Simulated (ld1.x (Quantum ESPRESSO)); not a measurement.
**Ca (Z = 20), PAW: configuration errors across variants**

calcium, PAW, made with ld1.x (Quantum ESPRESSO) 7.5 (LDA (PZ), scalar-relativistic). Core [Ne], reference 3s2 3p6 3d0 4s1.5 4p0.5. Waves: 3s (bound): rcut 1.55, rcutus 1.75 bohr; 4s (bound): rcut 1.55, rcutus 1.75 bohr; 3p (bound): rcut 2.25, rcutus 2.70 bohr; 4p (bound): rcut 2.25, rcutus 2.70 bohr; 3d (bound, empty): rcut 1.55, rcutus 1.85 bohr; 3d channel at 0.8 Ry: rcut 1.55, rcutus 1.85 bohr. Local part: all-electron potential smoothed inside 2.55 bohr (lloc = -1). Core correction: a·sin(br)/r model core, default radius (core density twice the valence density). Augmentation charge: PSQ, inside the norm-conserving radii.

All-electron excitation energies from the reference (eV): (1) 3s2 3p6 3d0 4s2 4p0 -1.229; (2) 3s2 3p6 3d0 4s1 4p0 5.234; (3) 3s2 3p6 3d0 4s0 4p0 17.184; (4) 3s2 3p6 3d0 4s1.5 4p0 1.338.

The default core radius of the base comes out at 0.61 bohr.

On the changes marked as counting shells twice: ld1.x takes every shell without a wave as core, so the model core holds the marked electrons as well and exchange and correlation see them twice. This cancels in the reference configuration, but the file is broken for other ones, and its errors say nothing about a proper core correction.

The overlap operator is not positive definite (basis up to 400 Ry) in “local potential all-electron potential smoothed inside 1.90 bohr (lloc = -1)”. Such files are unfit for use, however small their errors in these radial tests.

4 further variants failed, have other tests or another functional or relativity, and are left out.

The file “type RRKJ; waves now 3p (bound): rc 2.70 bohr; 3d (bound): rc 1.85 bohr; 3s (bound): rc 1.75 bohr; local potential the s channel; rho0 0.005 (4p, 4s counted twice)” misses its own reference levels by 0.3 eV.

Errors AE − PS in meV (a dash: test not solved or not reliable):

| change | (1) | (2) | (3) | (4) | bound ghosts |
| --- | --- | --- | --- | --- | --- |
| base | +0.2 | +0.2 | +0.7 | +0.2 | none |
| waves 3d (bound): rcut 1.18, rcutus 1.26 bohr; 3d channel at 0.8 Ry: rcut 1.18, rcutus 1.26 bohr | +0.2 | +0.2 | +0.7 | +0.2 | none |
| type RRKJ; waves now 3p (bound): rc 2.70 bohr; 3d (bound): rc 1.85 bohr; 3s (bound): rc 1.75 bohr; local potential the s channel; rho0 0.005 (4p, 4s counted twice) | +188 | -302 | -1601 | +10 | none |
| core correction a·sin(br)/r model core, default radius (ld1.x builds one for every PAW set, though the input has nlcc=.false.) | +0.2 | +0.1 | +0.4 | +0.1 | none |
| local potential all-electron potential smoothed inside 1.90 bohr (lloc = -1) | – | – | – | – | not determined (overlap not positive) |
| wave 3d channel at 0.8 Ry: rcut 1.55, rcutus 1.85 bohr becomes 3d channel at 2.04 Ry: rcut 1.55, rcutus 1.85 bohr | +0.2 | +0.2 | +0.7 | +0.2 | none |

Question: Give the same row for: augmentation PSQ, radius 1.50 bohr.

Answer: +0.1, -0.1, -0.4, 0.0; bound ghosts: none.
